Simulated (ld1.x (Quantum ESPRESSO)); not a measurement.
Si, RRKJ: configuration errors across variants

- Element: Si
- Generator: ld1.x (Quantum ESPRESSO) 7.5
- Type: norm-conserving RRKJ (Kleinman–Bylander form)
- Functional: PBE
- Relativity: non-relativistic
- Frozen core: [Ne]
- Valence charge: 4
- Reference configuration: 3s1.75 3p2.25
- Partial waves: 3s (bound): rc 1.85 bohr; 3p (bound): rc 2.20 bohr
- Local potential: the p channel
- Core correction: a·sin(br)/r model core, default radius (core density twice the valence density)
- rho0: 0.01

All-electron excitation energies from the reference (eV): (1) 3s2 3p2 -1.675; (2) 3s2 3p1 6.076; (3) 3s2 3p0 22.081; (4) 3s1 3p3 5.084; (5) 3s1 3p0 55.983; (6) 3s2 3p2.3 -2.608; (7) 3s0 3p4 11.989.

1 further variants failed, have other tests or too few solved ones, and are left out.

Errors AE − PS in meV (a dash: test not solved or not reliable):

| change | (1) | (2) | (3) | (4) | (5) | (6) | (7) | bound ghosts |
| --- | --- | --- | --- | --- | --- | --- | --- | --- |
| base | 0.0 | +1.3 | +12 | +0.6 | +65 | +0.2 | +3.6 | none |
| all radii but the core radius scaled by about 0.90 (s 1.66, p 1.98 bohr) | 0.0 | +1.3 | +13 | +0.3 | +66 | +0.2 | +2.0 | none |
| all radii but the core radius scaled by about 1.04 (s 1.92, p 2.28 bohr) | 0.0 | +1.3 | +11 | +0.6 | +62 | +0.2 | +3.4 | none |
| all radii but the core radius scaled by about 1.27 (s 2.34, p 2.80 bohr) | -0.1 | +1.0 | +7.2 | -1.0 | +31 | +0.2 | -6.2 | none |
| all radii but the core radius scaled by about 1.39 (s 2.58, p 3.06 bohr) | -0.2 | +1.0 | +7.3 | -2.0 | +23 | +0.1 | -12 | none |

Problem. Give the same row for: all radii but the core radius scaled by about 1.13 (s 2.08, p 2.48 bohr).

Solution. 0.0, +1.1, +9.4, +0.2, +51, +0.2, +1.4; bound ghosts: none.
